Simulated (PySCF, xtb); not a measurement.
C4H10OSi, SMILES [Si@H]1(CO[C@@H]1C)C.

Harmonic wavenumbers (cm⁻¹) from GFN2-xTB run with xtb at its own minimum, in rising order: 68, 101, 123, 176, 197, 283, 390, 501, 536, 613, 650, 726, 733, 812, 819, 842, 906, 989, 1010, 1070, 1096, 1139, 1204, 1222, 1303, 1365, 1395, 1469, 1475, 1478, 1484, 1503, 2221, 2886, 2887, 2941, 3023, 3029, 3033, 3041, 3046, 3048.

Task: What does PBE-D3(BJ)/def2-SVP run with PySCF 2.14.0 give at its own minimum? (The exact figures need the calculation; the answer reports its results.)

Result: 70, 127, 161, 199, 223, 285, 408, 462, 552, 589, 658, 683, 727, 770, 805, 828, 867, 954, 982, 1036, 1103, 1140, 1177, 1203, 1213, 1288, 1335, 1377, 1383, 1399, 1408, 1425, 2126, 2891, 2918, 2963, 2975, 3009, 3048, 3064, 3073, 3081. Paired by order, the mean absolute difference is 36 cm⁻¹ and the zero-point energies are 81.2 and 80.0 kcal/mol.
